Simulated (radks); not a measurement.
Numerical settings for neutral boron, [He] 2s2 2p1. Method: non-relativistic Kohn-Sham, r2SCAN, spin-polarised, spherical densities, point nucleus; open shells are filled with parallel spins first; meta-GGA in the generalised Kohn-Sham scheme; computed with a radial shooting solver on a logarithmic mesh with Libxc functionals. The defaults (mesh step 0.008 in ln r, mesh end at 40 bohr or more with all orbitals vanishing there, Anderson mixing 0.5 over 9 steps, residual threshold near 1e-9 with the energy settled to 1e-9 hartree or 1e-11 of itself, here a cap of 90 iterations) give E = -24.622 hartree and 2p at -4.031 eV in 11 iterations. Run on one thread of a shared host, so times are rough (Arm Neoverse V1): 0.08 s of CPU time, 0.08 s wall, 11 iterations on 2496 mesh points. Changes against that run (0 stands for a change within the tolerance of the run):

| setting | iterations | converged | E (mhartree) | e(2p) (meV) | CPU (s) |
|---|---|---|---|---|---|
| mesh step in ln r 0.012 | 11 | yes | 0 | 0 | 0.05 |
| mesh step in ln r 0.12 | 2 | no | diverged | - | 0 |
| mesh step in ln r 0.02 | 11 | yes | 0 | -0.00424 | 0.04 |
| mesh end (bohr) 400 | 11 | yes | 0 | 0 | 0.08 |
| mesh end (bohr) 1 | 10 | level above zero | +2.58e+04 | +2.06e+05 | 0.05 |
| residual threshold 1e-13 | 90 | no | 0 | 0 | 0.43 |
| residual threshold 0.01 | 8 | yes | 0 | +0.0887 | 0.06 |
| mixing 0.2 | 13 | yes | 0 | 0 | 0.09 |
| linear mixing, mixing 0.8 | 14 | yes | 0 | 0 | 0.09 |
| linear mixing, mixing 0.05 | 90 | no | +0.0014 | -39.6 | 0.49 |
| mixing history 3 | 14 | yes | 0 | 0 | 0.09 |
| iteration cap 8 | 8 | no | 0 | -0.00854 | 0.05 |

Settled on a wrong energy, with an occupied level pushed above zero by the early mesh end: mesh end (bohr) 1 (+25.8 hartree). Apart from these: no run marked as converged misses the energy by more than 1 mhartree. A mesh that ends early acts as a hard wall.
